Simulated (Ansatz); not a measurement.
Stepwise reaction of `N#[C][Ge]([F])([F])[C]#N` with hydrogen fluoride, as a gas-phase model of exchange steps in deposition or etching. ΔE in kJ/mol; ΔG adds harmonic PBE0-D4 terms to CCSD(T)/CBS, at 1 bar.

Calculated with Ansatz (gas phase, PBE0-D4/def2-TZVP geometries, no zero-point term in ΔE). CBS: MP2 limit from def2 TZ/QZ plus the TZ coupled-cluster correction, frozen cores. This one scheme is used for every species. Functionals use def2-TZVPP. B3LYP here is the variant with VWN-RPA as its local correlation; programs differ in this. For Ge outer-core shells are correlated without core-valence functions, which leaves a few kJ/mol of doubt a bond. Scalar relativity is left out up to krypton.

| step | reaction | PBE-D4 | B3LYP-D4 | ωB97M-V | CCSD(T)/CBS | ΔG(500 K) |
| --- | --- | --- | --- | --- | --- | --- |
| 1 | `N#[C][Ge]([F])([F])[C]#N` + H–F → `N#[C][Ge]([F])([F])[F]` + `C#N` | -58.0 | -63.7 | -64.5 | -57.7 | -55.4 |
| 2 | `N#[C][Ge]([F])([F])[F]` + H–F → `[F][Ge]([F])([F])[F]` + `C#N` | -53.3 | -59.1 | -60.2 | -53.6 | -47.0 |

By hand: ΔE of the 2 steps together at CCSD(T)/CBS.

(-57.7) + (-53.6) = -111.3 kJ/mol, or -55.7 kJ/mol a step.

In ΔE the steps differ by no more than 4.1 kJ/mol. All are downhill at CCSD(T)/CBS. ΔG lies between -55.4 and -47.0 kJ/mol a step. PBE-D4 differs from CCSD(T)/CBS by -0.3 to 0.3 kJ/mol a step. Isolated molecules leave out the surface, adducts and barriers. Largest T1 diagnostic: 0.014.
